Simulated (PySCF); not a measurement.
SMILES B/C=C\O, singlet, CAM-B3LYP/def2-SVP optimised geometry.

```
9

B      0.87     0.59     0.00
C      0.07    -0.69     0.00
C     -1.29    -0.69     0.00
O     -2.07     0.38     0.00
H      0.31     1.67     0.00
H      2.07     0.61     0.00
H      0.53    -1.67     0.00
H     -1.89    -1.61     0.00
H     -1.51     1.17     0.00
```

Density from CAM-B3LYP/def2-TZVP in PySCF 2.14.0 at that geometry.

Minimum of the electron density along straight lines between bonded atoms, close to the bond critical point (lines longer than 1.1 times the sum of covalent radii, or with two minima, are not listed):

| bond | length / Å | ρ at the minimum / e bohr⁻³ | ∇²ρ there / e bohr⁻⁵ | position (fraction from the first atom) |
|---|---|---|---|---|
| B1–C2 | 1.510 | 0.202 | -0.18 | 0.33 |
| C2–C3 | 1.361 | 0.337 | -1.04 | 0.45 |
| C3–O4 | 1.322 | 0.321 | -0.54 | 0.34 |
| B1–H5 | 1.219 | 0.172 | -0.31 | 0.43 |
| B1–H6 | 1.205 | 0.183 | -0.41 | 0.44 |
| C2–H7 | 1.093 | 0.276 | -0.95 | 0.64 |
| C3–H8 | 1.097 | 0.288 | -1.06 | 0.66 |
| O4–H9 | 0.974 | 0.348 | -2.39 | 0.81 |
